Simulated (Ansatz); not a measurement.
`COBO[SiH3]`, relaxed with RKS PBE-D4/def2-SVP in Ansatz from a rough embedded geometry. The force threshold is 0.03 eV/Å; the program also tests the step.

Total charge 0; spin multiplicity 1.

Start:

```xyz
12

C    -0.989   -0.669    1.410
O     0.091   -1.471    0.993
B     1.061   -0.607    0.335
O     1.198   -0.479   -1.139
Si    0.405    0.876   -1.663
H    -0.769    0.114    2.071
H    -1.586   -0.294    0.503
H    -1.728   -1.346    1.913
H     1.863   -0.036    1.025
H    -1.077    0.678   -1.657
H     0.712    2.026   -0.776
H     0.818    1.209   -3.016
```

```tsv
step	energy (eV)	largest force (eV/Å)	largest move (Å)
1	-13782.5711	2.960	0.000
2	-13783.0844	1.481	0.099
3	-13783.2504	1.103	0.195
4	-13783.3769	0.597	0.200
5	-13783.4846	0.776	0.195
6	-13783.5822	1.031	0.195
7	-13783.7094	0.614	0.200
8	-13783.8105	0.289	0.200
9	-13783.8883	0.286	0.200
10	-13783.9597	0.185	0.200
11	-13783.9650	0.607	0.197
12	-13784.0191	0.117	0.135
13 (rejected)	-13784.0165	0.678	0.149
14	-13784.0223	0.148	0.072
15	-13784.0289	0.033	0.100
16 (rejected)	-13784.0283	0.306	0.149
17	-13784.0309	0.073	0.074
18	-13784.0341	0.072	0.074
19	-13784.0352	0.181	0.102
20	-13784.0383	0.124	0.040
21	-13784.0427	0.054	0.088
22	-13784.0434	0.238	0.195
23	-13784.0477	0.101	0.030
24	-13784.0496	0.133	0.049
25	-13784.0519	0.078	0.068
26	-13784.0520	0.127	0.177
27	-13784.0539	0.041	0.037
28	-13784.0542	0.025	0.027
```

End:

```xyz
12

C    -1.124   -0.699    1.741
O    -0.474   -0.210    0.581
B     0.877   -0.298    0.399
O     1.412    0.194   -0.758
Si    0.572    0.913   -2.049
H    -0.403   -1.126    2.472
H    -1.682    0.127    2.230
H    -1.852   -1.487    1.455
H     1.607   -0.796    1.240
H    -0.451   -0.029   -2.615
H    -0.086    2.190   -1.605
H     1.604    1.220   -3.090
```

Run time 15 s (4 threads of an AMD EPYC 9R45 on a shared host); peak host memory 0.17 GiB.
